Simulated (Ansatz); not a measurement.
Gas-phase electronic energies from Ansatz, PBE0-D4/def2-TZVP geometries. CCSD(T)/CBS is the MP2 limit (def2-TZVPP, def2-QZVPP) plus CCSD(T) − MP2 in def2-TZVPP, frozen cores. This one scheme is used for every species. Functionals use def2-TZVPP. Triplets are unrestricted, without spin–orbit coupling. def2 core potentials past Kr. For In outer-core shells are correlated without core-valence functions, which leaves a few kJ/mol of doubt a bond. One conformer a species, not always the lowest.

`N[CH2][InH][NH2]` → `[CH2]` (triplet) + `[NH2][InH][NH2]`  (formal loss of a carbene)

(1) Is it downhill or uphill in electronic energy at CCSD(T)/CBS, and by how much? (Best estimate.)

(2) What do these levels give: PBE0-D4, PBE0, MP2/def2-TZVPP, HF/def2-QZVPP, MP2/def2-QZVPP, CCSD/CBS(def2)? (Estimate.)

Largest T1 diagnostic among the species: 0.015.

## Answers

(1) Ansatz gave: Uphill: ΔE = +345.2 kJ/mol.

(2) Ansatz gave: PBE0-D4 352.9, PBE0 347.3, MP2/def2-TZVPP 346.6, HF/def2-QZVPP 191.3, MP2/def2-QZVPP 350.9, CCSD/CBS(def2) 332.8 kJ/mol.

From PBE to PBE0 (25 % exact exchange), in def2-TZVPP and without D4, ΔE moves by −14.1 kJ/mol. In def2-TZVPP, CCSD(T) changes the Hartree–Fock value by +145.7 kJ/mol (the triples alone add +12.4 kJ/mol) and MP2 by +154.8 kJ/mol.
